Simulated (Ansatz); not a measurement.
System: C5H4F, net charge 0, doublet state. It need not be the lowest isomer of its formula. 
Geometry from a B3LYP-D3(BJ)/def2-TZVP (Ansatz, a program for electronic structure) optimisation:
```xyz
10

F      1.0313     1.7048    -0.1292
C      0.4259     0.5153    -0.0405
C      1.0164    -0.6856     0.0337
C     -0.0901    -1.6279     0.1120
C     -1.2982    -1.0774     0.0899
C     -1.0681     0.4242    -0.0153
H      2.0705    -0.9070     0.0354
H     -2.2702    -1.5404     0.1338
H     -1.4874     0.9663     0.8383
H     -1.5099     0.8463    -0.9235
```
Charge 0, spin multiplicity 2.

Total electronic energies in hartree. Cores are frozen in the correlated levels unless marked. UHF or UKS for open shells. Spin-orbit coupling is left out. Non-relativistic. CBS marks a two-point X^-3 extrapolation of the correlation energy; Hartree-Fock from the larger set. The bracket is a focal-point correction in the basis named.

The UHF reference is spin-contaminated (<S^2> 0.48 over the pure value in the largest basis). 

| level | program | energy (Eh) |
|---|---|---|
| HF/6-31G | Ansatz | -290.89620 |
| HF/cc-pwCVTZ | Ansatz | -291.10067 |
| r2SCAN/def2-TZVPD | Ansatz | -292.61013 |
| B3LYP/def2-TZVPD | Ansatz | -292.76397 |
| PBE0/STO-3G | Ansatz | -288.55174 |
| PBE0/def2-SVP | Ansatz | -292.10643 |
| BHLYP/def2-TZVPD | Ansatz | -292.60401 |
| HSE06-D4/def2-TZVPD | Ansatz + dftd4 | -292.42630 |
| HSE06/def2-TZVPD | Ansatz | -292.42019 |
| CAM-B3LYP-D3(BJ)/def2-TZVPD | Ansatz + dftd3 | -292.63455 |
| B2GP-PLYP/def2-TZVPD | Ansatz | -292.47354 |
| RPA@PBE/cc-pVTZ | Ansatz | -292.62634 |
| RPA@PBE/cc-pVQZ | Ansatz | -292.77360 |
| MP2/6-31G* | Ansatz | -291.73706 |
| MP2/cc-pwCVTZ | Ansatz | -292.09157 |
| RI-MP2/CBS(cc-pVTZ,cc-pVQZ) | Ansatz | -292.2142 |
| SCS-MP2/6-31G | Ansatz | -291.38108 |
| SCS-MP2/cc-pwCVTZ | Ansatz | -292.06998 |
| SCS-MP2/cc-pVQZ | Ansatz | -292.14650 |
| CCSD/6-31G | Ansatz | -291.45671 |
| CCSD(T)/6-31G* | Ansatz | -291.82965 |
| RI-MP2/CBS(cc-pVTZ,cc-pVQZ)+[CCSD(T)-MP2]/cc-pVQZ | Ansatz | -292.3083 |
| CCSD(T)/CBS(cc-pVTZ,cc-pVQZ) | Ansatz | -292.3050 |

Totals of different functionals don't rank their quality; only differences between species are comparable.
